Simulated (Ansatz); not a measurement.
`O[Si](O)(F)C[SiH2]Cl` → `[CH2][SiH2]Cl`• + `O[Si](O)F`•  (homolysis of the C–Si bond)

Calculated with Ansatz (gas phase, PBE0-D4/def2-TZVP geometries, no zero-point term in ΔE). CBS: MP2 limit from def2 TZ/QZ plus the TZ coupled-cluster correction, frozen cores. No spin–orbit coupling; open shells (•) take unrestricted orbitals. Each species was taken in one conformer, which may not be the lowest.

```tsv
species	CCSD(T)/CBS(def2) energy (Eh)
`O[Si](O)(F)C[SiH2]Cl`	-1330.00649
`[CH2][SiH2]Cl`•	-789.30208
`O[Si](O)F`•	-540.53840
```

**Question.** Work out ΔE.

**Answer.** ΔE = (-789.30208) + (-540.53840) − (-1330.00649) = 0.16601 Eh = +435.9 kJ/mol.

Largest T1 diagnostic among the species: 0.014.

In def2-TZVPP, CCSD(T) changes the Hartree–Fock value by +115.6 kJ/mol (the triples alone add +9.6 kJ/mol) and MP2 by +128.5 kJ/mol; breaking electron pairs costs correlation energy, which Hartree–Fock lacks. From PBE to PBE0 (25 % exact exchange), in def2-TZVPP and without D4, ΔE moves by +9.2 kJ/mol.
